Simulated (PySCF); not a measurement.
A side-by-side comparison of computed properties.

First species: C7H10P2.
SMILES: `Cc1cccc(PP)c1`

Second species: C4H7N.
Numbering: `[CH2:1]=[C:2]1[CH2:3][C@@H:4]1[NH2:5]` (hydrogens: H6, H7 on C1; H8, H9 on C3; H10 on C4; H11, H12 on N5)

Levels: CAM-B3LYP/def2-SVPD for dipole moment, HOMO energy, LUMO energy, HOMO–LUMO gap, static isotropic polarisability and electronic spatial extent ⟨r²⟩ about the centre of nuclear charge; TDDFT CAM-B3LYP/def2-SVPD for lowest singlet excitation; TDA CAM-B3LYP/def2-SVPD for lowest triplet excitation (Tamm–Dancoff); ΔSCF CAM-B3LYP/def2-SVPD for vertical ionisation energy; PBE0-D3(BJ)/def2-SVP for rotational constant A and rotational constant C. Geometries: PBE0-D3(BJ)/def2-SVP. Each structure is a single optimised conformer of the isolated species, non-relativistic unless stated; the electronic structure was computed with PySCF and density fitting.

Dipoles, sizes and rotational constants follow the conformer. The torsions of the flexible species, by atom-mapped SMILES:
- `[CH3:1][c:2]1[cH:3][cH:4][cH:5][c:6]([PH:7][PH2:8])[cH:9]1`: C5–C6–P7–P8 -105°, H–P8–P7–C6 73°, H–P8–P7–C6 166°
- `[CH2:1]=[C:2]1[CH2:3][C@@H:4]1[NH2:5]`: H–N5–C4–C3 -148°, H–N5–C4–C3 93°

Values for the first species:

- Dipole moment: 1.24 D
- HOMO energy: -7.71 eV
- LUMO energy: 0.14 eV
- HOMO–LUMO gap: 7.85 eV
- Lowest singlet excitation: 5.00 eV
- Lowest triplet excitation (Tamm–Dancoff): 3.86 eV
- Static isotropic polarisability: 137.4 au
- Vertical ionisation energy: 8.34 eV
- Electronic spatial extent ⟨r²⟩ about the centre of nuclear charge: 1988 bohr²
- Rotational constant A: 2.031 GHz
- Rotational constant C: 0.593 GHz

Q: Estimate the same properties for the second species, and the change in each.

A: 
| property | first | second | second less first |
| --- | --- | --- | --- |
| dipole moment | 1.24 D | 1.41 D | +0.17 D |
| HOMO energy | -7.71 eV | -8.50 eV | -0.79 eV |
| LUMO energy | 0.14 eV | 1.00 eV | +0.86 eV |
| HOMO–LUMO gap | 7.85 eV | 9.50 eV | +1.65 eV |
| lowest singlet excitation | 5.00 eV | 6.06 eV | +1.06 eV |
| lowest triplet excitation (Tamm–Dancoff) | 3.86 eV | 4.29 eV | +0.43 eV |
| static isotropic polarisability | 137.4 au | 57.8 au | -79.6 au |
| vertical ionisation energy | 8.34 eV | 9.40 eV | +1.06 eV |
| electronic spatial extent ⟨r²⟩ about the centre of nuclear charge | 1988 bohr² | 429 bohr² | -1559 bohr² |
| rotational constant A | 2.031 GHz | 9.640 GHz | +7.609 GHz |
| rotational constant C | 0.593 GHz | 3.249 GHz | +2.656 GHz |

On the first: A dipole of 1.24 D is allowed in C1, and pure rotational transitions are dipole-allowed. No computed singlet falls in the visible range (750 to 380 nm, 1.65 to 3.26 eV); S1 lies 1.74 eV above its blue end.

On the second: The vertical singlet–triplet gap S1 − T1 is 1.77 eV (TDDFT singlet less Tamm–Dancoff triplet; S1: HOMO→LUMO, weight 0.83; T1: HOMO−1→LUMO, weight 0.60). A dipole of 1.41 D is allowed in C1, and pure rotational transitions are dipole-allowed.
